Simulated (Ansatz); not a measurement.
CH$_{5}$BClNO, SMILES `CNB(O)Cl`, relaxed with RKS PBE-D4/def2-SVP in the Gaussian-basis code of Ansatz from a rough embedded geometry. The force threshold is 0.03 eV/Å; the program also tests the step.

The species carries charge 0 and has multiplicity 1.

Start:

```xyz
10

C    -0.892   -0.802   -0.570
N     0.366   -0.766    0.108
B     0.696    0.662    0.542
O     1.978    1.335   -0.022
Cl   -0.249    1.531    1.838
H    -1.744   -0.446    0.184
H    -0.920   -0.126   -1.435
H    -1.140   -1.793   -0.854
H     0.330   -1.376    1.010
H     1.574    1.780   -0.800
```

| step | energy (eV) | largest force (eV/Å) | largest move (Å) |
| --- | --- | --- | --- |
| 1 | -17836.6654 | 4.316 | 0.000 |
| 2 | -17837.2694 | 2.594 | 0.152 |
| 3 | -17837.5111 | 1.054 | 0.157 |
| 4 | -17837.5861 | 0.921 | 0.075 |
| 5 | -17837.7362 | 2.100 | 0.196 |
| 6 | -17837.9694 | 1.728 | 0.200 |
| 7 | -17838.1818 | 2.131 | 0.195 |
| 8 | -17838.3192 | 1.935 | 0.200 |
| 9 | -17838.4941 | 0.980 | 0.200 |
| 10 | -17838.6017 | 0.680 | 0.200 |
| 11 | -17838.6748 | 0.567 | 0.195 |
| 12 | -17838.7544 | 0.167 | 0.200 |
| 13 | -17838.7815 | 0.053 | 0.139 |
| 14 (rejected) | -17838.7807 | 0.151 | 0.034 |
| 15 | -17838.7830 | 0.035 | 0.017 |
| 16 | -17838.7843 | 0.004 | 0.027 |

End:

```xyz
10

C    -0.760   -0.774   -0.691
N    -0.174   -0.340    0.558
B     0.733    0.727    0.768
O     1.241    1.550   -0.202
Cl    1.274    1.043    2.446
H    -1.868   -0.667   -0.705
H    -0.371   -0.167   -1.534
H    -0.521   -1.835   -0.928
H    -0.467   -0.868    1.381
H     0.913    1.331   -1.092
```

It took 22 s on 4 threads of a server CPU on a shared host, with 0.18 GiB of host memory at the peak.
